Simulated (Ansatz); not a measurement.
Basis sets compared for the cluster GeF₃⁻ (the lowest singlet isomer of a short search). Total charge -1; singlet. Geometry r2SCAN-D4/def2-TZVPD. Ansatz on 4 threads of Intel Xeon on a shared host; times are rough, and most runs start from earlier orbitals.

Cartesian coordinates in Å:
```
Ge -0.612 -0.149 0.338
F -0.521 -0.060 -1.474
F 0.276 1.411 0.618
F 0.857 -1.202 0.518
```

The structure comes from a short search, and lower isomers may exist.

```tsv
level	functions	energy (Eh)	HOMO (eV)	LUMO (eV)	wall time
PBE-D4/def2-SVPD	107	-2375.6836	-0.82	4.47	1.2 s
PBE0-D4/def2-SVPD	107	-2375.7216	-1.96	5.19	1.6 s
```

(1) Estimate the rows for PBE-D4/def2-TZVPD (with forces), PBE0-D4/def2-TZVPD.

Answers

(1) 
```csv
level,functions,energy (Eh),HOMO (eV),LUMO (eV),wall time
PBE-D4/def2-TZVPD (with forces),174,-2376.2936,-0.77,4.17,2.6 s
PBE0-D4/def2-TZVPD,174,-2376.3329,-1.89,4.72,3.4 s
```
